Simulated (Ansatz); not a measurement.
Compare A (`O[SiH](F)CCl`) with its isomer B (`O[SiH2]C(F)Cl`).

Program: Ansatz. Geometries: PBE0-D4/def2-TZVP. ΔE: electronic, gas phase. CBS: MP2 limit from def2 TZ/QZ plus the TZ coupled-cluster correction, frozen cores. Functionals use def2-TZVPP. B3LYP here is the variant with VWN-RPA as its local correlation; programs differ in this. One conformer a species, not always the lowest.

A:

Z-matrix (Å, degrees):
```
Si
F 1 1.594
C 1 1.874 2 106.7
O 1 1.624 2 111.4 3 -121.0
H 1 1.475 2 107.9 3 121.2
Cl 3 1.791 1 108.8 2 -74.6
H 3 1.091 1 111.8 2 167.0
H 3 1.090 1 112.5 2 44.4
H 4 0.961 1 116.8 2 76.6
```

B:

```xyz
9

O     0.572    0.549    1.704
Si   -0.199    0.807    0.281
C    -0.334   -0.837   -0.678
F    -0.889   -0.639   -1.912
Cl    1.326   -1.478   -0.873
H     1.459    0.187    1.658
H     0.515    1.742   -0.623
H    -1.555    1.294    0.617
H    -0.896   -1.626   -0.174
```

(1) Which is lower in electronic energy at CCSD(T)/CBS, and by how much? (Best estimate.)

(2) Give E(B) − E(A) in kJ/mol with HF/def2-TZVPP, r2SCAN-D4, B3LYP-D4, PBE-D4, B2PLYP, ωB97M-V, CCSD/def2-TZVPP. (An estimate is asked.)

Largest T1 diagnostic: 0.011.

## Answers

(1) Computed: A, by 255.1 kJ/mol.

(2) Ansatz gave: HF/def2-TZVPP 256.7, r2SCAN-D4 245.5, B3LYP-D4 243.1, PBE-D4 230.9, B2PLYP 250.0, ωB97M-V 247.3, CCSD/def2-TZVPP 254.0. None reverses the order clearly.

From PBE to PBE0 (25 % exact exchange), in def2-TZVPP and without D4, E(B) − E(A) moves by +10.7 kJ/mol.
